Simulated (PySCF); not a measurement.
**[Yb(H2O)2]3+ at several levels of theory**

Computed with PySCF 2.14.0 (density fitting, no spin-orbit coupling) at the geometry relaxed with B3LYP:

```xyz
7
[Yb(H2O)2]3+ (singlet in the valence; each metal's 4f electrons, 13 of them, lie in its core potential, out of spins and levels)
Yb   -1.0335   -0.3193   -0.0127
O     0.1504   -0.0047    1.7729
H     1.0162    0.4822    1.8762
H    -0.0498   -0.2992    2.7074
O     0.1670    0.0860   -1.7704
H     1.0737   -0.2602   -2.0095
H    -0.0708    0.6464   -2.5639
```

```csv
level,basis,state,HOMO (eV),gap (eV),charge on Yb1 (e),population of f-type functions on Yb1 (polarisation alone where 4f lies in the core),dipole about the centre of mass (D),largest force component (eV/Å)
B3LYP,"Yb lcecp-1-SVP with ECP59, O def2-SVP, H def2-SVP",singlet,-26.60,7.23,2.16,0.03,3.55,0.02
B3LYP,"Yb lcecp-1-TZVP with ECP59, O def2-TZVP, H def2-TZVP",singlet,-26.60,7.28,2.38,0.03,3.56,0.28
```

In the lcecp rows the 4f levels are missing from HOMO and gap, and the state counts the valence alone.

Charges are Mulliken's, which hang on the basis. The relaxation used the grid (50, 194), these runs (75, 302) or, all-electron (x2c bases, spin-free X2C Hamiltonian), (99, 590).

Order these levels, in the first row's basis, by the HOMO–LUMO gap they give here, smallest first.
A. revPBE
B. PBE0
C. wB97X
D. BLYP

D (5.07 eV), A (5.27 eV), B (7.99 eV), C (13.07 eV).

And their other results?


```
 level    state  HOMO (eV)  gap (eV)  charge on Yb1 (e)  population of f-type functions on Yb1 (polarisation alone where 4f lies in the core)  dipole about the centre of mass (D)  largest force component (eV/Å)
revPBE  singlet     -25.10      5.27               2.10                                                                                  0.03                                 3.74                            0.27
 wB97X  singlet     -29.43     13.07               2.22                                                                                  0.03                                 3.29                            0.21
  PBE0  singlet     -26.91      7.99               2.20                                                                                  0.03                                 3.48                            0.17
  BLYP  singlet     -25.04      5.07               2.08                                                                                  0.03                                 3.81                            0.39
```

In the first row's basis the gap widens with exact exchange: 5.1 to 5.3 eV for BLYP, revPBE (none); 7.2 to 8.0 eV for B3LYP, PBE0 (a fixed share); 13.1 eV for wB97X (rising or full at long range).

An lcecp potential fixes the number of 4f electrons, so in runs with it no electron can move into or out of that shell.
